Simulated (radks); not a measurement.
Task: The mean radii <r> (bohr) of the occupied orbitals of an atom or ion are listed with their occupations. All-electron calculation, scalar-relativistic Kohn-Sham, r2SCAN, spin-polarised, spherical densities, finite nucleus; meta-GGA in the generalised Kohn-Sham scheme; Fermi nuclear charge, rms radius of each element as measured or else 0.836 A^(1/3) + 0.57 fm. Program: a radial shooting solver on a logarithmic mesh with Libxc functionals.

| orbital | occ. | <r> |
|---|---|---|
| 1s up | 1 | 0.05620 |
| 1s down | 1 | 0.05620 |
| 2s up | 1 | 0.2551 |
| 2s down | 1 | 0.2548 |
| 2p up | 3 | 0.2250 |
| 2p down | 3 | 0.2246 |
| 3s up | 1 | 0.7726 |
| 3s down | 1 | 0.7757 |
| 3p up | 3 | 0.8146 |
| 3p down | 3 | 0.8194 |
| 3d up | 5 | 1.019 |
| 3d down | 2 | 1.059 |
| 4p up | 1 | 3.255 |

Name the element and its charge. Open shells, if any, are filled with parallel spins first.

Result: Z = 27, cobalt, charge +1: Co+ in [Ar] 3d7 4p1. The 1s radius gives Z: for a bare nucleus <r> = (2 gamma + 1)/(2Z) with gamma = sqrt(1 - (Z/c)^2), 0.05483 bohr for Z = 27, and screening makes it slightly larger (0.05620 here). The occupations add up to 26, and the charge is Z minus that.
